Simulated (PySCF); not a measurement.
## MS₂ across the fourth-period p block

Level: PBE0, basis family def2-TZVP, no relativity.

Each entry is the lowest minimum that a search over a few typed start shapes (and spin states, where more than one is plausible) found, or that minimum re-optimised at the stated level; isomers with ligand–ligand bonds, or fragments after loss of a ligand pair, can lie lower. Open shells are unrestricted; no spin–orbit coupling; PySCF with density fitting.

| molecule | 2S+1 | point group | mean bond to the central atom (Å) | highest ω (cm⁻¹) | atomisation (kJ/mol) | lowest ω (cm⁻¹) | dipole (D) |
| --- | --- | --- | --- | --- | --- | --- | --- |
| GeS₂ | 1 | D∞h | 1.996 | 673 | 827 | 132 | 0.00 |
| AsS₂ | 2 | C2v | 2.041 | 534 | 661 | 167 | 0.82 |
| SeS₂ | ? | ? | ? | ? | ? | ? | ? |

Problem. Fill in the row of SeS₂.

Solution. 2S+1: 1; point group: C2v; mean bond to the central atom (Å): 2.044; highest ω (cm⁻¹): 546; atomisation (kJ/mol): 630; lowest ω (cm⁻¹): 204; dipole (D): 1.18.

The bond lengthens at every step; the largest change, 0.045 Å, falls between GeS₂ and AsS₂ among the members listed.

The shape changes along the series: D∞h for GeS₂; C2v for AsS₂ and SeS₂.

Left out of the table are members whose search was unfinished or whose lowest solution was spin-contaminated, unstable, very soft or bonded differently.
